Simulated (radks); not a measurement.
Results of a calculation; reference values are marked as such.
Initial-state core-level shifts of neutral lanthanum when its valence configuration changes from [Xe] 5d1 6s2. Code: a radial shooting solver on a logarithmic mesh with Libxc functionals. Model: scalar-relativistic Kohn-Sham, r2SCAN, spin-polarised, spherical densities, finite nucleus; open shells are filled with parallel spins first (spin-orbit coupling, left out, can overturn this in heavy ions); meta-GGA in the generalised Kohn-Sham scheme; Fermi nuclear charge, rms radius 4.855 fm. Shifts are changes of the shell-averaged eigenvalues in eV (positive: less bound); the change of the density at the nucleus, which sets a Mossbauer isomer shift, is in e/bohr^3, on a base of 3.646e+05.

| valence | 3s | 3d | 4d | 5s | density at nucleus |
|---|---|---|---|---|---|
| 6s2 6p1 | -3.218 | -3.226 | -3.172 | -3.002 | +8.98 |
| 6s1 6p2 | -3.879 | -3.887 | -3.827 | -3.644 | -8.33 |
| 5d2 6s1 | +2.057 | +2.062 | +2.042 | +1.968 | -16.87 |
| 6s0.5 6p2.5 | -4.401 | -4.410 | -4.342 | -4.141 | -16.97 |
| 4f2 5d1 | +7.407 | +7.307 | +6.229 | +2.626 | -51.53 |
| 5d1 6s1 6p1 | -0.847 | -0.847 | -0.842 | -0.836 | -13.40 |
| 5d3 | +3.585 | +3.593 | +3.570 | +3.459 | -34.21 |
